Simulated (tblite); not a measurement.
A tight-binding relaxation on `[C](F)(F)(F)[Ge@@H]([S]C(C)=S)[CH3]`.

Computed with GFN2-xTB geometry optimisation, gas phase (tblite 0.8.0). Start geometry: from a force field or distance geometry. The input is one job of a driver script: a line of settings, then coordinates in Å.

Command:
```bash
OMP_NUM_THREADS=1 python probes_run.py task.json out
```

Input:
```
{"job": {"kind": "relax", "xc": "GFN2-xTB", "basis": "xTB"}, "charge": 0, "multiplicity": 1}
C      2.725200    -0.331800     0.310200
C      2.002400     0.793700    -0.402500
S      2.474100     1.236500    -1.674900
S      0.659200     1.662700     0.408800
Ge    -0.895300     0.293000    -0.403900
C     -0.798400    -1.439600     0.461200
C     -2.650100     1.070300    -0.102600
F     -2.721900     2.304200    -0.714100
F     -2.846500     1.217700     1.260500
F     -3.624600     0.229000    -0.611600
H      2.652000    -1.261400    -0.294100
H      3.780000    -0.068900     0.475200
H      2.243100    -0.518200     1.309400
H     -0.674900     0.118200    -1.938700
H      0.162800    -1.922200     0.208100
H     -0.859500    -1.300300     1.575000
H     -1.634500    -2.070700     0.124000
```

Output:
```
step      E/eV     max force
  0    -944.16217   13.991
  1    -944.86738    5.945
  2    -945.30455    3.533
  3    -945.44705    3.328
  4    -945.54413    0.655
  5    -945.56364    0.317
  6    -945.59145    0.353
  7    -945.59814    0.228
  8    -945.60886    0.197
  9    -945.61498    0.240
... (95 lines left out)
105    -946.15728    0.036
106    -946.15753    0.041
107    -946.15774    0.035
108    -946.15795    0.034
109    -946.15815    0.029
110    -946.15831    0.023
111    -946.15841    0.023
112    -946.15847    0.018
113    -946.15850    0.011
114    -946.15852    0.008
```

«max force» is the largest atomic force in eV/Å.

**Question.** From which step on does the largest force stay under 0.1 eV/Å, and how much energy is left to gain from there?

**Answer.** From step 89 (0.091 eV/Å), 9.2 meV above the end.

Main results: energy lowered by 46.0 kcal/mol over 114 steps; largest atomic force 0.008 eV/Å at the end.

**Question.** Where do the atoms end?

**Answer.** 1.096 Å rms from the input after alignment:
```
atom  x, y, z in Å
C1     3.3814    0.3783    0.5180
C2     2.0186    0.1050   -0.0022
S3     1.7370   -0.9375   -1.2333
S4     0.7241    0.9707    0.7561
Ge5   -0.9152    0.1015   -0.5556
C6    -1.4347   -1.7684   -0.1426
C7    -2.5057    1.1889    0.1056
F8    -2.5169    2.4438   -0.3765
F9    -2.5913    1.2837    1.4436
F10   -3.6592    0.6162   -0.3058
H11    4.0915   -0.3358    0.1079
H12    3.6871    1.3858    0.2313
H13    3.3930    0.3324    1.6061
H14   -0.7794    0.5749   -1.9897
H15   -0.7232   -2.4861   -0.5359
H16   -1.5007   -1.8836    0.9379
H17   -2.4135   -1.9576   -0.5747
```

**Question.** How long does this job take on an Arm Neoverse N1 with one thread, no GPU, shared host?

**Answer.** About 2.2 s.
Labels such as C1 count atoms from 1, the log's own numbers from 0.
